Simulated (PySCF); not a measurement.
## `C=C(OC)[Se]C`, C4H8OSe

Molfile (atoms numbered from 1):
```
C4H8OSe
     RDKit          3D

 14 13  0  0  0  0  0  0  0  0999 V2000
   -0.8441    1.3571   -1.2868 C   0  0  0  0  0  0  0  0  0  0  0  0
   -0.0741    0.6945   -0.4337 C   0  0  0  0  0  0  0  0  0  0  0  0
   -0.4121   -0.2801    0.4370 O   0  0  0  0  0  0  0  0  0  0  0  0
   -1.7656   -0.6667    0.4895 C   0  0  0  0  0  0  0  0  0  0  0  0
    1.7963    1.0820   -0.2582 Se  0  0  0  0  0  2  0  0  0  0  0  0
    2.3963   -0.5723    0.5857 C   0  0  0  0  0  0  0  0  0  0  0  0
   -1.9016    1.1874   -1.3800 H   0  0  0  0  0  0  0  0  0  0  0  0
   -0.4068    2.1080   -1.9192 H   0  0  0  0  0  0  0  0  0  0  0  0
   -1.8263   -1.4468    1.2464 H   0  0  0  0  0  0  0  0  0  0  0  0
   -2.4034    0.1755    0.7746 H   0  0  0  0  0  0  0  0  0  0  0  0
   -2.0991   -1.0626   -0.4746 H   0  0  0  0  0  0  0  0  0  0  0  0
    1.9216   -0.6737    1.5566 H   0  0  0  0  0  0  0  0  0  0  0  0
    2.1438   -1.4125   -0.0547 H   0  0  0  0  0  0  0  0  0  0  0  0
    3.4744   -0.4902    0.6953 H   0  0  0  0  0  0  0  0  0  0  0  0
  1  2  2  0
  2  3  1  0
  3  4  1  0
  2  5  1  0
  5  6  1  0
  1  7  1  0
  1  8  1  0
  4  9  1  0
  4 10  1  0
  4 11  1  0
  6 12  1  0
  6 13  1  0
  6 14  1  0
M  END
```

Computed with PySCF 2.14.0, GIAO KT3/pcSseg-1 magnetisability, rotational g tensor and spin-rotation constants, non-relativistic, gas phase. Geometry: GFN2-xTB.

The calculation is non-relativistic, which matters for the atoms heavier than Zn.

Question: Give the nuclear spin-rotation constants along the inertial axes (H = +C I·J) beside the isotropic shieldings.

Answer: Rotational constants 4.1793, 1.5812, 1.1816 GHz. A star marks the isotopologue with that one atom substituted, in its own axes.
```
atom  isotope  Caa (kHz)  Cbb (kHz)  Ccc (kHz)  mean (kHz)  σ (ppm)
  H7       1H      0.291     -0.147     -0.145       0.000     27.7
  H8       1H     -0.201      0.034     -0.141      -0.103     27.8
  H9       1H     -0.418      0.080     -0.119      -0.152     27.8
 H10       1H     -0.347     -0.075     -0.029      -0.151     28.1
 H11       1H     -0.357     -0.132      0.017      -0.157     28.1
 H12       1H     -0.276     -0.105     -0.047      -0.142     29.2
 H13       1H     -0.316     -0.162      0.002      -0.159     29.4
 H14       1H      0.074     -0.155     -0.138      -0.073     30.3
  C1     13C*      1.268      0.400      0.153       0.607    111.3
  C2     13C*      1.990      0.569      0.290       0.950     25.3
  O3     17O*     -1.035     -0.241     -0.102      -0.459    199.2
  C4     13C*      0.588      0.380      0.259       0.409    128.3
 Se5    77Se*      5.581      3.267      2.437       3.761   1451.9
  C6     13C*      0.555      0.218      0.179       0.317    169.1
```
For the geometry as given, no vibrational averaging.

Question: How do the rotational constants and the g tensor change when H7, H8, H9, H10, H11, H12, H13, H14 are replaced by deuterium?

Answer: Constants 3.3734, 1.3747, 1.0168 GHz; g -0.0184, -0.0070, -0.0014, against -0.0230, -0.0078, -0.0015 before.
